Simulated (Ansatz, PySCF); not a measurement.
Molecule: CaF (charge 0, doublet). 
Structure (B3LYP-D3(BJ)/def2-TZVP (Ansatz, a quantum-chemistry and plane-wave program) minimum search):
```
Ca
F 1 1.9612
```
Charge 0, spin multiplicity 2.

Dipole moments at this geometry, in debye (magnitudes).

```json
[
 {"level": "TPSS/def2-TZVPD", "program": "PySCF", "dipole (D)": "2.65"},
 {"level": "BHLYP/def2-TZVPD", "program": "Ansatz", "dipole (D)": "3.26"},
 {"level": "HSE06/def2-TZVPD", "program": "Ansatz", "dipole (D)": "2.93"},
 {"level": "CAM-B3LYP/def2-TZVPD", "program": "Ansatz", "dipole (D)": "3.20"},
 {"level": "CCSD(T)/def2-SVPD", "program": "Ansatz", "dipole (D)": "…"}
]
```

**Question.** Some entries are withheld; supply them.

**Answer.** 
- CCSD(T)/def2-SVPD, dipole (D): 2.78
